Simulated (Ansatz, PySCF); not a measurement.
TeBr4, SMILES Br[Te](Br)(Br)Br.

Coordinates come from a PBE-D3(BJ)/def2-SVP optimisation. The def2 effective core potentials stand for the cores of Te; spin–orbit coupling is left out.

Vertical ionisation energy (IE) and electron affinity (EA) in eV. Rows of orbital energies are one-electron estimates. Where ΔSCF, EOM or ADC give a negative EA the extra electron is unbound and the value depends on the basis.

```tsv
level	IE	EA
−ε(HOMO), −ε(LUMO), HF/def2-TZVP (PySCF)	(withheld)	(withheld)
−ε(HOMO), −ε(LUMO), PBE/def2-TZVP (PySCF)	6.93	4.85
ΔSCF, PBE0/def2-SVPD (Ansatz), final states of multiplicity 2 and 2	9.63	2.93
ΔSCF, PBE/def2-SVPD (Ansatz), final states of multiplicity 2 and 2	9.45	2.69
```

Some entries are withheld; supply them. (Estimate from the structure and the level; the computed values follow.)


- −ε(HOMO), −ε(LUMO), HF/def2-TZVP (PySCF), IE: 9.82
- −ε(HOMO), −ε(LUMO), HF/def2-TZVP (PySCF), EA: 1.31

What vertical singlet–triplet gap does ΔSCF give with PBE0/def2-SVPD (Ansatz, a first-principles code) and with PBE/def2-SVPD (Ansatz)? (The exact figures need the calculation; the answer reports its results.)

2.22 and 2.25 eV (triplet above singlet where positive).
